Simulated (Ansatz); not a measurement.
Relaxation of H8OSi3 (12 atoms, charge 0, multiplicity 1), to a largest force component of 0.02 eV/Å in at most 40 steps.

Method: Ansatz, RKS PBE-D4/6-31G*.

```xyz
12
Properties=species:S:1:pos:R:3
Si 0.000 0.000 0.000
O 0.000 0.000 1.680
Si -1.315 -0.407 2.644
H -2.239 -1.240 1.880
H -0.851 -1.143 3.816
H -1.999 0.809 3.073
H 1.377 0.000 -0.486
Si -1.046 1.812 -0.739
H -2.430 1.478 -1.061
H -1.022 2.844 0.293
H -0.374 2.307 -1.937
H -0.688 -1.191 -0.486
```

**Question.** Where does it end, and by what steps?

**Answer.** The forces met the threshold. The force dipped under the threshold on the way, but the program's further checks kept it going. After 11 steps the energy has fallen by 0.345 eV; H9 moved furthest, 0.61 Å.

| step | energy less start (eV) | largest force component (eV/Å) | accepted |
| --- | --- | --- | --- |
| 0 | 0.0000 | 0.955 | yes |
| 1 | -0.2710 | 0.246 | yes |
| 2 | -0.2942 | 0.152 | yes |
| 3 | -0.2997 | 0.150 | yes |
| 4 | -0.3251 | 0.137 | yes |
| 5 | -0.3315 | 0.249 | yes |
| 6 | -0.3370 | 0.100 | yes |
| 7 | -0.3423 | 0.022 | yes |
| 8 | -0.3433 | 0.071 | yes |
| 9 | -0.3443 | 0.041 | yes |
| 10 | -0.3450 | 0.008 | yes |
| 11 | -0.3453 | 0.017 | yes |

```xyz
12
Properties=species:S:1:pos:R:3
Si 0.121 -0.051 -0.031
O -0.115 -0.458 1.580
Si -1.421 -0.496 2.621
H -2.437 -1.511 2.179
H -0.908 -0.859 3.979
H -2.095 0.847 2.681
H 1.594 0.150 -0.226
Si -1.056 1.885 -0.674
H -2.538 1.706 -0.506
H -0.637 3.090 0.117
H -0.781 2.155 -2.127
H -0.312 -1.189 -0.917
```

The run took 47 s on 1 thread of Arm Neoverse V1, with other jobs on the host, peak memory 0.13 GiB.
